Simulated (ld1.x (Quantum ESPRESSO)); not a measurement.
**Pseudopotential generation for Ni: RRKJ, PBEsol, scalar-relativistic.**

```json
{"Element": "Ni (Z = 28)", "Generator": "ld1.x (Quantum ESPRESSO) 7.5", "Type": "norm-conserving RRKJ (Kleinman–Bylander form)", "Functional": "PBEsol", "Relativity": "scalar-relativistic", "Frozen core": "[Ar]", "Valence charge": "10", "Reference configuration": "3d7 4s0 4p0 (charge +3)", "Partial waves": "4p (bound, empty): rc 1.80 bohr; 3d (bound): rc 0.75 bohr; 4s (bound, empty): rc 1.65 bohr", "Local potential": "the s channel", "Core correction": "none", "rho0": "0.01"}
```

Problem. Does the generator finish with these settings?

Solution. Yes, a potential is produced and its reference levels are reproduced.

Problem. Estimate the cutoffs (Ry, on a coarse ladder) from which the occupation-weighted sum of valence levels, in a spherical-Bessel basis at the reference potential, stays within 10 and 1 mRy of its value at 400 Ry.

Solution. 300 Ry and 300 Ry.

Problem. What does a ghost test show?

Solution. No extra level below or beside the all-electron valence levels (p, d, s, f tested).

Problem. Tests: 3d8 4s2 4p0; 3d8 4s1 4p0; 3d8 4s0 4p0; 3d9 4s1 4p0; 3d8 4s1.5 4p0; 3d9 4s0 4p0; 3d8 4s0 4p1. Which has the largest error in its energy relative to the reference configuration, and how large is it?

Solution. 3d9 4s0 4p0, with -1359 meV (all-electron minus pseudo) on -57.77 eV.
